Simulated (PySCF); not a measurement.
GaH₂, SMILES [GaH2+], charge +1.

Coordinates come from a B3LYP-D3(BJ)/def2-TZVPD optimisation. The multiplicity is an assumed one; other spin states were not compared. The isomer is the one that the SMILES or the coordinates give; other isomers of the formula were not compared.

Computed with HF/def2-TZVPD (PySCF).

Isolated molecule, no solvent.

Q: Estimate the frontier levels, gap, dipole moment and polarisability. (An estimate is asked for; the answer gives what the named calculation found.)

A: 
The highest occupied level is -19.60 eV and the lowest empty level comes out as -5.26 eV. The orbital gap is 14.34 eV and the dipole moment about the centre of nuclear charge is 0.000 e·Å. The mean static polarisability is 19.2 bohr³ (2.84 Å³) and the polarisability, principal values is 16.4, 16.4, 24.7 bohr³.
